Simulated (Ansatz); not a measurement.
Relaxation of C2H8BNO (13 atoms, charge 0, multiplicity 1), to a largest force component of 0.015 eV/Å in at most 40 steps.

Level of theory: RKS PBE/def2-SVP in Ansatz.

```xyz
13
Properties=species:S:1:pos:R:3:forces:R:3
C -1.174 -0.692 0.965 -0.91 2.74 -1.07
B 0.210 -0.696 0.270 1.66 -0.56 -0.15
O 1.199 -1.604 0.770 0.91 2.28 1.76
C 0.605 0.223 -1.008 -4.57 -0.65 0.83
N 0.460 1.619 -0.670 -1.41 2.01 0.56
H -1.419 0.389 1.341 0.30 -1.36 -0.48
H -1.970 -0.911 0.209 0.06 -0.02 0.28
H -1.224 -1.353 1.787 -0.24 -1.20 1.39
H 1.731 -1.059 1.502 -1.35 -1.68 -2.05
H 1.558 -0.026 -1.339 2.43 -0.45 -0.99
H -0.202 -0.022 -1.795 0.99 -0.46 0.05
H 0.845 2.182 -1.447 -0.32 0.13 0.21
H -0.598 1.917 -0.570 2.44 -0.79 -0.35
```

**Question.** Where does it end, and by what steps?

**Answer.** The run converged. After 34 steps the energy has fallen by 1.338 eV; H9 moved furthest, 1.77 Å.

```
step  energy less start (eV)  largest force component (eV/Å)  accepted
   0                  0.0000                           4.568       yes
   2                 -0.6918                           0.571       yes
   4                 -0.9956                           2.114       yes
   6                 -1.2649                           0.403       yes
   8                 -1.2962                           0.235       yes
  10                 -1.3079                           0.374       yes
  12                 -1.3190                           0.088       yes
  14                 -1.3224                           0.172       yes
  16                 -1.3245                           0.182        no
  18                 -1.3267                           0.051       yes
  20                 -1.3289                           0.084       yes
  22                 -1.3234                           0.564        no
  24                 -1.3309                           0.019       yes
  26                 -1.3329                           0.093       yes
  28                 -1.3345                           0.173       yes
  30                 -1.3365                           0.034       yes
  32                 -1.3374                           0.037       yes
  34                 -1.3376                           0.014       yes
```

```xyz
13
Properties=species:S:1:pos:R:3
C -1.139 -0.418 1.190
B 0.180 -0.681 0.372
O 0.820 -1.881 0.557
C 0.791 0.389 -0.643
N -0.074 1.537 -0.911
H -1.194 0.638 1.525
H -2.016 -0.559 0.517
H -1.270 -1.105 2.048
H 1.605 -1.972 -0.015
H 1.715 0.760 -0.132
H 1.184 -0.148 -1.554
H 0.364 2.180 -1.582
H -0.946 1.224 -1.357
```

Time of the run: 2.2 min on 2 threads of Arm Neoverse N1, with other jobs on the host, peak memory 0.15 GiB.
